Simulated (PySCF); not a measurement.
## Identify the compound

Molecular formula: C₃H₁₁PSi. Simulated spectra:

¹H NMR (600 MHz, computed): δ 1.53 (m, 2H), 0.23 (m, 9H).

¹³C{¹H} NMR (computed): δ 2.6 (CH3).

Theoretical values (PySCF 2.14.0 with density-fitted response routines): PBE0-D3(BJ)/def2-TZVP geometry, σ from GIAO-PBE0/pcSseg-2. A single conformation, no solvent model, no relativistic terms, equivalent nuclei averaged.

δ = σ(ref) − σ, references computed at the same level: TMS for ¹H, ¹³C.

Deduce the structure.

## Answers


1 carbon signal for 3 carbons: some carbons are equivalent by symmetry or fast rotation. Carbon types of the structure: 3 × CH3, leaving 2 H on heteroatoms. δC 2.6: methyl carbon bonded to Si; an electropositive neighbour leaves it electron-rich and shielded. δH 1.53: hydrogen on a phosphorus bonded to Si. δH 0.23: hydrogen on a methyl carbon bonded to Si; an electropositive neighbour shields it, as in TMS itself.

Structure: SMILES C[Si](C)(C)P.

This is the structure that produced the data.

Splittings by ³¹P in the carbon and heteronuclear signals aren't shown, as no couplings were computed. Shifts are as computed. Against solution values, carbons near 30 ppm lie about +3 ppm off and those near 130 ppm about +9 ppm. Of 1211 compounds with measured shifts, 218 miss one by over three times the rms of a fit or turn the order of signals round; such compounds aren't used in these exercises. Multiplicities follow the n + 1 count of equivalent neighbours, as no J values were calculated; m marks all less simple cases, F and P coupling included.
